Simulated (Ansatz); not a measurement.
`[GeH3][SiH2][GeH2][GeH3]` + CH₄ → `[CH3][GeH2][GeH3]` + `[SiH3][GeH3]` at 400 K and 1 bar (formal exchange of groups at a Ge–Si bond).

Gas-phase electronic energies from Ansatz, PBE0-D4/def2-TZVP geometries. CCSD(T)/CBS is the MP2 limit (def2-TZVPP, def2-QZVPP) plus CCSD(T) − MP2 in def2-TZVPP, frozen cores. This one scheme is used for every species. For Ge outer-core shells are correlated without core-valence functions, which leaves a few kJ/mol of doubt a bond. Scalar relativity is left out up to krypton. Each species was taken in one conformer, which may not be the lowest.

```csv
species,CCSD(T)/CBS energy (Eh),H − E (kJ/mol),S (J/(mol·K))
`[GeH3][SiH2][GeH2][GeH3]`,-6523.43025,258.2,508.4
CH₄,-40.46206,131.3,197.2
`[CH3][GeH2][GeH3]`,-4195.09161,232.0,390.8
`[SiH3][GeH3]`,-2368.78170,150.2,319.5
```

H − E and S are ideal-gas, rigid-rotor, harmonic terms from PBE0-D4/def2-TZVP, for one conformer and one mirror image of each species. 1 Eh = 2625.50 kJ/mol, R = 8.31446 J/(mol·K).

Q: By hand: ΔE, ΔH, ΔS and ΔG.

A: ΔE = (-4195.09161) + (-2368.78170) − (-6523.43025) − (-40.46206) = 0.01900 Eh = 49.9 kJ/mol. Δ(H − E) = 232.0 + 150.2 − 258.2 − 131.3 = -7.3, so ΔH = 42.6 kJ/mol. ΔS = 390.8 + 319.5 − 508.4 − 197.2 = 4.7 J/(mol·K). ΔG = 42.6 − 400 × (4.7)/1000 = 40.7 kJ/mol.

Q: By hand: the equilibrium constant, and the temperature at which ΔG would vanish if ΔH and ΔS stayed fixed.

A: log₁₀ K = −ΔG/(RT ln 10) = -5.3. ΔG = 0 at ΔH/ΔS = 9064 K, far beyond where these terms or the molecules hold.

The number of gas molecules stays the same, so ΔS is small and ΔH decides. A doubt of 5 kJ/mol in ΔE shifts log₁₀ K by 0.7 here. Other conformers and mirror images would add mixing entropy, several J/(mol·K) or more a flexible species. Modes under 60 cm⁻¹, often nearly free rotors, make the harmonic entropy too high. These are equilibria of isolated gas molecules and say nothing of rates. Largest T1 diagnostic: 0.012 (customary marks: 0.02 for closed shells, 0.045 for open ones).
